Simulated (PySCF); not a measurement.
## Solvent effects on NMR parameters

Atom-mapped SMILES (the numbers label the heavy atoms): `[CH:1]#[C:2][C:3]1([C:4]#[CH:5])[CH2:6][CH2:7][CH2:8]1`. Each H is labelled by its parent atom.

GIAO PBE0/pcSseg-1 in PySCF 2.14.0 with density-fitted response routines on one PBE0-D3(BJ)/def2-SVP conformer, non-relativistic, equivalent nuclei averaged. Solvents enter as an IEF-PCM continuum (benzene with ε = 2.3, dimethylsulfoxide with ε = 46.8) around the gas-phase geometry. Shifts are referred to TMS computed in the same medium.

In benzene, δ in ppm: C2/C4 90.6, C1/C5 76.9, C6/C8 40.6, C3 28.7, C7 19.1, H(C1)/H(C5) 2.43, H(C6)/H(C8) 2.36, H(C7) 2.01. Dipole moment 1.13 D.

**Question.** How does each δ change in the more polar medium?

**Answer.** 
```tsv
atoms	environment	Δδ, dimethylsulfoxide
C2/C4	alkyne carbon	+1.1
C1/C5	terminal alkyne carbon	+1.3
C6/C8	sp3 CH2 in a ring	+0.6
C3	propargylic quaternary sp3 carbon	0.0
C7	sp3 CH2 in a ring	+0.5
H(C1)/H(C5)	hydrogen on a terminal alkyne carbon	+0.28
H(C6)/H(C8)	hydrogen on an sp3 CH2 in a ring	+0.05
H(C7)	hydrogen on an sp3 CH2 in a ring	+0.06
```

Changes are relative to benzene. The dipole moment becomes 1.34 D in dimethylsulfoxide.

**Question.** Which nuclei move most (in ppm), and what does the model miss?

**Answer.** C1/C5 (terminal alkyne carbon, +1.3 ppm) in dimethylsulfoxide. A continuum only polarises the solute; specific hydrogen bonds, the anisotropy of aromatic solvents and changes of geometry or conformer are outside it.
